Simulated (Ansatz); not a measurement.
One change: `C[CH](F)[GaH][NH2]` becomes `CC(F)C=N`.

Ansatz, PBE0-D4/def2-TZVP geometries, multiplicity 1. Each molecule was computed in one conformer, which needn't be the lowest.

Scalar relativity is left out up to krypton.

```
                                      property  `C[CH](F)[GaH][NH2]`
          HOMO–LUMO gap (PBE0/def2-TZVPP) / eV                  6.75
             LUMO energy (PBE/def2-TZVPP) / eV                 -1.35
           HOMO energy (B3LYP/def2-TZVPP) / eV                 -7.11
size of the dipole moment (PBE/def2-TZVPP) / D                  0.78
         HOMO energy (ωB97M-V/def2-TZVPP) / eV                 -9.66
       HOMO–LUMO gap (ωB97M-V/def2-TZVPP) / eV                 10.73
```

**Question.** What does the change do to each property? (An estimate is asked.)

**Answer.** Ansatz gave: 
```csv
property,`CC(F)C=N`,shift
HOMO–LUMO gap (PBE0/def2-TZVPP) / eV,7.44,0.69
LUMO energy (PBE/def2-TZVPP) / eV,-1.43,-0.08
HOMO energy (B3LYP/def2-TZVPP) / eV,-7.52,-0.41
size of the dipole moment (PBE/def2-TZVPP) / D,2.72,1.94
HOMO energy (ωB97M-V/def2-TZVPP) / eV,-10.15,-0.49
HOMO–LUMO gap (ωB97M-V/def2-TZVPP) / eV,12.04,1.31
```

With PBE0 the HOMO falls by 0.42 eV and the LUMO rises by 0.28 eV, so the gap widens by about 0.70 eV. PBE moves the HOMO by -0.19 eV and ωB97M-V by -0.49 eV. Dipoles are sizes alone; their direction can turn.

B3LYP here is the variant with VWN-RPA as its local correlation; programs differ in this.
